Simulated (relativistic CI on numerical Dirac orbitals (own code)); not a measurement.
## Tm⁹⁺: sensitivity of the levels to the model

Base calculation: Dirac-Coulomb-Breit CI, orbitals from a KLI potential per configuration, QED by a radiative potential, unscaled Slater integrals.

Configurations in the expansion (outside the closed core [Ar] 3d10 4d10): 4s2 4p6 4f11 5s2 5p, 4s2 4p6 4f12 5s2, 4s2 4p6 4f11 5s 5p2, 4s2 4p6 4f11 5p3, 4s2 4p6 4f13 5s, 4s2 4p6 4f13 5p, 4s2 4p6 4f12 5s 5p, 4s2 4p6 4f12 5p2, 4s2 4p6 4f12 5s 5d, 4s2 4p6 4f11 5s2 6s, 4s2 4p6 4f12 5s 6s, 4s2 4p6 4f11 5s2 7s, 4s2 4p5 4f13 5s2, 4s 4p6 4f13 5s2. The list is cut by size and lacks configurations that can hold low levels.

Variants: (1) P86 correlation estimate; (2) Breit term removed. Shifts of the energy above 4s2 4p6 4f11 5s2 5p 5H_7, in cm⁻¹, for the lowest level and the first level of each name with at least 55 % of one term (blank where a level changes its place among those of its configuration and J or its character, or is not in the variant):

```
                   Level     Base  Δ(1)     Δ(2)
4s2 4p6 4f11 5s2 5p 5H_7      0.0   0.0      0.0
4s2 4p6 4f11 5s2 5p 5P_1  27309.8   0.0   -226.5
4s2 4p6 4f11 5s2 5p 3I_7  39519.5  +0.1   +456.9
4s2 4p6 4f11 5s2 5p 5H_3  44743.3  +0.3   +489.3
4s2 4p6 4f11 5s2 5p 3L_7  45334.7  +0.1   +795.2
4s2 4p6 4f11 5s2 5p 3P_0  52953.4  -8.6    +39.0
4s2 4p6 4f11 5s2 5p 5P_3  53508.5  +0.1    -72.1
4s2 4p6 4f11 5s2 5p 3K_6  59034.5   0.0   +378.5
4s2 4p6 4f11 5s2 5p 3M_8  65549.8  +0.1  +1134.5
4s2 4p6 4f11 5s2 5p 5K_9  66037.6  +7.0   +979.1
```

At this charge energies of transitions that change n are usually good to better than 1 %, and those within a shell (Δn = 0) to a few per cent. Terms inside the open d or f shell come out 10 to 20 % too wide with unscaled integrals. Levels and lines within the n = 5 or 6 shells can be off by up to 10 % or somewhat more, and those that change n by about 2 %, since core polarisation is missing.

Ionisation energy from the two ground configurations alone: base 169.485 eV; P86 correlation estimate 170.734 eV; Breit term removed 169.738 eV. The NIST ASD value (theoretical) is 180 eV. The gap of more than 2 % comes from missing correlation, or from a tabulated value that is itself an estimate.

LS names give the leading component of a level, which can be under half, so a name can repeat, a term be missing and a line seem to break the LS rules.
